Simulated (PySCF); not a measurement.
Two species compared at the same levels of theory.

First species: C7H10N2.
SMILES: `NCc1cccc(N)c1`

Second species: C₄H₁₃ClSSi₂.
Cartesian coordinates in Å at the GFN2-xTB level; atoms count from 1:
```xyz
21
C4H13ClSSi2 angstrom
C     -1.3212    1.0777   -1.0642
C     -1.1167    0.0868    0.0831
C     -1.2679    0.8281    1.4144
C     -2.1793   -1.0097   -0.0036
Si     0.6241   -0.6947   -0.0502
Cl     0.9153   -2.0408    1.4341
S      2.0545    0.9078    0.0649
Si     3.9435   -0.0974    0.2749
H     -1.2409    0.5791   -2.0281
H     -2.3083    1.5331   -0.9964
H     -0.5737    1.8665   -1.0233
H     -2.2532    1.2886    1.4764
H     -0.5182    1.6115    1.5027
H     -1.1573    0.1466    2.2561
H     -3.1751   -0.5769    0.0834
H     -2.1205   -1.5352   -0.9545
H     -2.0556   -1.7376    0.7955
H      0.8322   -1.3976   -1.3133
H      4.8832    1.0083    0.2484
H      3.9396   -0.8213    1.5373
H      4.0864   -1.0062   -0.8557
```

Levels: PBE0/pcSseg-1 for dipole moment, HOMO energy, LUMO energy and HOMO–LUMO gap; GFN2-xTB for rotational constant A and rotational constant C. Geometries: GFN2-xTB. Each structure is a single optimised conformer of the isolated species, non-relativistic unless stated. Electronic properties by PySCF.

The conformers computed, where there is a choice (atom-mapped SMILES and torsion angles):
- `[NH2:1][CH2:2][c:3]1[cH:4][cH:5][cH:6][c:7]([NH2:8])[cH:9]1`: N1–C2–C3–C4 -89°, H–N1–C2–C3 -58°, H–N1–C2–C3 59°, H–N8–C7–C6 -161°, H–N8–C7–C6 -22°
- `[CH3:1][C:2]([CH3:3])([CH3:4])[Si@H:5]([Cl:6])[S:7][SiH3:8]`: C1–C2–Si5–Cl6 -179°, C2–Si5–S7–Si8 170°

Values for the first species:

* Dipole moment: 2.55 D
* HOMO energy: -5.92 eV
* LUMO energy: -0.06 eV
* HOMO–LUMO gap: 5.86 eV
* Rotational constant A: 2.974 GHz
* Rotational constant C: 0.904 GHz

(1) Estimate the same properties for the second species, and the change in each.

Answers

(1) 
```csv
property,first,second,second less first
dipole moment,2.55 D,0.75 D,-1.80 D
HOMO energy,-5.92 eV,-7.44 eV,-1.52 eV
LUMO energy,-0.06 eV,-0.02 eV,+0.04 eV
HOMO–LUMO gap,5.86 eV,7.42 eV,+1.56 eV
rotational constant A,2.974 GHz,1.497 GHz,-1.477 GHz
rotational constant C,0.904 GHz,0.530 GHz,-0.374 GHz
```

On the first: A dipole of 2.55 D is allowed in C1, and pure rotational transitions are dipole-allowed. The dipole equals about 8.5 × 10⁻³⁰ C·m (1 D = 3.33564 × 10⁻³⁰ C·m).

On the second: In atomic units the dipole is 0.30 e·bohr (1 au = 2.5417 D). A dipole of 0.75 D is allowed in C1, and pure rotational transitions are dipole-allowed.
